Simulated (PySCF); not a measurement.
Computed magnetic data of one metal complex (SC-NEVPT2 in the d shell, PySCF, with spin-orbit coupling):

```tsv
T / K	χT / cm³ K mol⁻¹	μeff / μB
2	0.356	1.69
5	0.357	1.69
10	0.357	1.69
20	0.357	1.69
30	0.358	1.69
50	0.359	1.70
75	0.360	1.70
100	0.362	1.70
150	0.365	1.71
200	0.368	1.72
250	0.370	1.72
300	0.373	1.73
```

Powder magnetisation at 2 K: 0.16 μB at 0.5 T, 0.31 μB at 1 T, 0.56 μB at 2 T, 0.73 μB at 3 T, 0.90 μB at 5 T, 0.95 μB at 7 T.

Which of these complexes, all computed at model or optimised geometries, gave the data?
A. [CrF6]- (d1, octahedral)
B. [Cu(H2O)4]2+ (d9, square planar)
C. TiF3 (d1, trigonal planar)
D. VF4 (d1, tetrahedral)

D. VF4 (d1, tetrahedral) has NEVPT2: 2S+1 = 2, 1.73 μB at 300 K, 1.69 μB at 10 K, 0.95 μB at 7 T. The others: [Cu(H2O)4]2+ (d9, square planar) has NEVPT2: 2S+1 = 2, 1.98 μB at 300 K, 1.93 μB at 10 K, 1.10 μB at 7 T; [CrF6]- (d1, octahedral) has NEVPT2: 2S+1 = 2, 1.55 μB at 300 K, 0.31 μB at 10 K, 0.02 μB at 7 T; TiF3 (d1, trigonal planar) has NEVPT2: 2S+1 = 2, 1.76 μB at 300 K, 1.67 μB at 10 K, 0.94 μB at 7 T.

The d shell alone is too small an active space for [CrF6]- (an active orbital has only 0.65 squared overlap with the free ion's shell): its levels, fitted parameters, g values and moments show what this model gives and aren't sound predictions.
